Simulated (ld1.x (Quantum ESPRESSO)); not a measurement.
## Reading a pseudo-wave (krypton)

Columns: radius, all-electron u(r) and pseudo u(r) of the 4p shell (level -9.24 eV) of krypton in the configuration [Ar] 3d10 4s2 4p6; PBEsol, scalar-relativistic, TM scheme, ld1.x (Quantum ESPRESSO) 7.5.

| r (bohr) | all-electron | pseudo |
| --- | --- | --- |
| 0.072 | 0.2078 | 0.0031 |
| 0.145 | 0.1491 | 0.0126 |
| 0.217 | -0.0744 | 0.0282 |
| 0.290 | -0.2661 | 0.0504 |
| 0.362 | -0.3554 | 0.0785 |
| 0.435 | -0.3503 | 0.1133 |
| 0.507 | -0.2782 | 0.1538 |
| 0.580 | -0.1652 | 0.2008 |
| 0.652 | -0.0357 | 0.2526 |
| 0.725 | 0.0989 | 0.3101 |
| 0.798 | 0.2273 | 0.3713 |
| 0.870 | 0.3426 | 0.4339 |
| 0.942 | 0.4440 | 0.4968 |
| 1.015 | 0.5316 | 0.5586 |
| 1.088 | 0.6041 | 0.6160 |
| 1.160 | 0.6616 | 0.6659 |
| 1.232 | 0.7063 | 0.7074 |
| 1.305 | 0.7398 | 0.7400 |
| 1.378 | 0.7627 | 0.7627 |
| 1.450 | 0.7763 | 0.7763 |
| 1.522 | 0.7823 | 0.7823 |
| 1.595 | 0.7818 | 0.7818 |
| 1.668 | 0.7756 | 0.7756 |
| 1.740 | 0.7651 | 0.7651 |
| 1.812 | 0.7509 | 0.7509 |
| 1.885 | 0.7337 | 0.7337 |

Q: How many radial nodes do the two functions have?

A: The all-electron 4p function has n − l − 1 = 2; the pseudo-wave has 0, since the states of the same l below it are removed with the core.

Q: At about which radius was the pseudo-wave matched?

A: 1.45 bohr. The columns agree to 0.0005 from 1.30 bohr on; several derivatives are matched, so the curves merge somewhat inside the radius.

Q: Where does each function peak?

A: Outermost all-electron maximum near 1.52 bohr, pseudo maximum near 1.52 bohr (to the table’s step).

Q: Is the pseudo-wave norm-conserving?

A: Yes: the TM scheme keeps the norm inside the radius equal to the all-electron one, which fixes the energy derivative of the logarithmic derivative at the level.
